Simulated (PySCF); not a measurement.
Isomers of C9H9NS, from PySCF, PBE0-D3(BJ)/def2-SVP geometry optimisation, gas phase. One conformer each, no zero-point energy, no frequencies.

Question: Which isomer lies lowest at this level?
A. `[CH:1]#[C:2][C@@:3]([CH:4]=[CH2:5])([CH2:6][CH3:7])[C:8](=[S:9])[C:10]#[N:11]` with C2–C3–C4–C5 -142°, C2–C3–C6–C7 -174°, C2–C3–C8–S9 -109°: A = 1013, B = 912.0, C = 803.2 MHz, dipole 3.50 D
B. 2,5-dimethylbenzothiazole (`Cc1ccc2sc(C)nc2c1`): A = 2536, B = 638.5, C = 513.4 MHz, dipole 0.76 D
C. `[CH3:1][S:2][c:3]1[cH:4][c:5]([CH3:6])[cH:7][c:8]([C:9]#[N:10])[cH:11]1` with C1–S2–C3–C4 1°: A = 1365, B = 655.5, C = 445.4 MHz, dipole 6.10 D

Answer: B. That is `Cc1ccc2sc(C)nc2c1` (2,5-dimethylbenzothiazole), 28.0 kcal/mol below the next.

```tsv
SMILES	mapped SMILES	E (Eh)	relative (kcal/mol)	relative (kJ/mol)	dipole (D)
Cc1ccc2sc(C)nc2c1	[CH3:1][c:2]1[cH:3][cH:4][c:5]2[s:6][c:7]([CH3:8])[n:9][c:10]2[cH:11]1	-800.34076	0.0	0.0	0.76
CSc1cc(C)cc(C#N)c1	[CH3:1][S:2][c:3]1[cH:4][c:5]([CH3:6])[cH:7][c:8]([C:9]#[N:10])[cH:11]1	-800.29617	28.0	117.1	6.10
C#C[C@@](C=C)(CC)C(=S)C#N	[CH:1]#[C:2][C@@:3]([CH:4]=[CH2:5])([CH2:6][CH3:7])[C:8](=[S:9])[C:10]#[N:11]	-800.14763	121.2	507.1	3.50
```

As drawn, the lowest has an aromatic ring, which the highest lacks; the highest has a C≡N group, a C≡C bond and a C=S bond, which the lowest lacks.
